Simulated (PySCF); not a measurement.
Compound: C₃H₃BrN₂.
SMILES with atom numbers: `[Br:1][c:2]1[cH:3][n:4][nH:5][cH:6]1`

The computed photoelectron lines, unassigned: C 1s: 291.19 (area 1), 291.51 (area 1), 291.62 (area 1) eV; N 1s: 405.48 (area 1), 407.34 (area 1) eV.

Computed with PySCF 2.14.0, delta-SCF UKS SCAN, pcX-2 on the ionised atom, pcseg-1 elsewhere, spin-free X2C. Geometry: PBE0-D3(BJ)/def2-SVP; no solvent, vibrations or thermal averaging.

(1) Order the nitrogen atoms by N 1s binding energy.

Results:

(1) 405.48 eV: N4 (pyridine-type nitrogen); 407.34 eV: N5 (pyrrole-type nitrogen). Lowest listed N 1s: N4, bonded to N (aromatic in the SMILES) and C (aromatic in the SMILES). Highest, 1.86 eV above it: N5, bonded to N (aromatic in the SMILES), C (aromatic in the SMILES) and H. Summing the Pauling electronegativity differences to the bonded atoms, each weighted by its formal bond order, gives -0.74 for the lowest site and -1.58 for the highest; the largest sum, -0.74, belongs to N4, 1.86 eV below the top. The smallest sum, -1.58, belongs to N5, 1.86 eV above the lowest.

Bonded neighbours of each site: C2: Br and 2 C (aromatic in the SMILES); C3: N (aromatic in the SMILES), C (aromatic in the SMILES) and H; N4: N (aromatic in the SMILES) and C (aromatic in the SMILES); N5: N (aromatic in the SMILES), C (aromatic in the SMILES) and H; C6: N (aromatic in the SMILES), C (aromatic in the SMILES) and H.

Problem. Which photon wavelength matches the N 1s of N4 threshold?

Solution. λ = hc/E = 12398.42 eV Å / 405.48 eV = 30.577 Å.

No level of bromine is listed.

The run took 64 s of wall time on x86-64 server, one thread, no GPU (shared host).
